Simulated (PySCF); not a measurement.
# Effect of structural changes

Theory: TDA wB97X-D/def2-TZVP excited states, vertical, gas phase in PySCF 2.14.0. Geometry: PBE0-D3(BJ)/def2-SVP.

Each molecule in one low-energy conformer.

(1) How does the vertical S1–T1 gap change along this series?
- C#CC=C=C([SiH3])C#C (H replaced by SiH3)
- C#CC=C=C(C#C)C#N (H replaced by CN)
- C#CC=C=C(C#C)OC (H replaced by OCH3)

Results:

(1) 
| molecule | S1 (eV) | S1 from | f(S1) | T1 (eV) | T1 from | S1 − T1 (eV) | S0–T1 spin-orbit coupling (cm⁻¹) | S1–T1 spin-orbit coupling (cm⁻¹) |
| --- | --- | --- | --- | --- | --- | --- | --- | --- |
| C#CC=C=C([SiH3])C#C | 4.74 | HOMO→LUMO | 0.001 | 3.60 | HOMO→LUMO+1 / HOMO−1→LUMO | 1.14 | 1.04 | 2.23 |
| C#CC=C=C(C#C)C#N | 4.67 | HOMO−1→LUMO | 0.000 | 3.35 | HOMO→LUMO | 1.31 | 0.08 | 3.24 |
| C#CC=C=C(C#C)OC | 4.04 | HOMO→LUMO | 0.000 | 3.47 | HOMO−1→LUMO | 0.57 | 0.66 | 2.79 |

The vertical S1–T1 gap is lowest for C#CC=C=C(C#C)OC and highest for C#CC=C=C(C#C)C#N.
